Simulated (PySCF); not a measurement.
The dipole of `FC1=NN=CC2=CC=CC=C21` from its density and from atomic charges.

Coordinates (GFN2-xTB, Å) and charges (e) from the PBE0/pcSseg-1 density (PySCF):

```
atom       x       y       z  Mulliken      IAO  Hirshfeld  ESP-fitted
  F1   1.623   2.686   0.348   -0.2528  -0.2538    -0.0652     -0.2632
  C2   1.606   1.355   0.218   +0.6210  +0.4048    +0.1464     +0.6308
  N3   2.755   0.761   0.220   -0.2497  -0.1878    -0.1368     -0.3686
  N4   2.819  -0.555   0.095   -0.2362  -0.1539    -0.1103     -0.3109
  C5   1.734  -1.258  -0.031   +0.2407  -0.0297    +0.0138     +0.2088
  C6   0.428  -0.701  -0.046   -0.2007  -0.0136    +0.0008     +0.1048
  C7  -0.759  -1.442  -0.183   -0.0196  -0.1416    -0.0347     -0.3664
  C8  -1.967  -0.796  -0.186   -0.0489  -0.1342    -0.0307     -0.0236
  C9  -2.039   0.599  -0.051   -0.0511  -0.1359    -0.0313     -0.0595
 C10  -0.901   1.350   0.086   +0.0164  -0.1378    -0.0369     -0.3580
 C11   0.348   0.707   0.088   -0.2965  -0.0489    -0.0141     +0.0550
 H12   1.876  -2.326  -0.128   +0.0950  +0.1661    +0.0603     +0.0549
 H13  -0.699  -2.515  -0.284   +0.0826  +0.1630    +0.0605     +0.2071
 H14  -2.882  -1.360  -0.293   +0.1046  +0.1643    +0.0601     +0.1284
 H15  -3.007   1.079  -0.056   +0.1056  +0.1649    +0.0606     +0.1371
 H16  -0.942   2.424   0.193   +0.0894  +0.1740    +0.0576     +0.2234
```

Question: Compute μ = Σ q r for each scheme (1 e·Å = 4.803 D) and compare with the dipole of the full density.

Answer: The full density gives (-5.56, -1.69, -0.46) D, 5.83 D in size; dipole vectors point from the negative to the positive end.

```tsv
scheme	μx	μy	μz	size (D)	share of the full size (%)	angle to the full dipole (°)
Mulliken	-4.42	-2.16	-0.45	4.94	85	9
IAO	-4.56	-2.66	-0.50	5.31	91	13
Hirshfeld	-3.33	-1.01	-0.28	3.49	60	0
ESP-fitted	-5.50	-1.74	-0.46	5.79	99	1
```

Question: Which set comes closest?

Answer: Length of the difference vector: ESP-fitted 0.08 D, Mulliken 1.24 D, IAO 1.40 D, Hirshfeld 2.34 D. Closest: ESP-fitted. 

Question: What is left for the Hirshfeld atoms' own dipoles?

Answer: The Hirshfeld atoms' densities add up to the full density, so μ = Σ q r + Σ (atomic dipoles). The atomic dipoles sum to (-5.56, -1.69, -0.46) − (-3.33, -1.01, -0.28) = (-2.23, -0.68, -0.18) D, 2.34 D in size.

Question: With the origin at the mean of the coordinates, (0.000, 0.001, -0.001) Å, which are the largest single terms, by size, of the Hirshfeld dipole along the direction of the full one?

Answer: N3 +1.88, C2 -1.37, N4 +1.34, H14 +0.91, H15 +0.74 D; all 16 atoms together +3.49 D. The single terms depend on the origin, their sum doesn't.

Question: Give the size of the full dipole in other units.

Answer: 5.83 D = 2.296 au = 1.215 e·Å = 19.46 × 10⁻³⁰ C·m.

Isolated species at its GFN2-xTB geometry, gas phase.
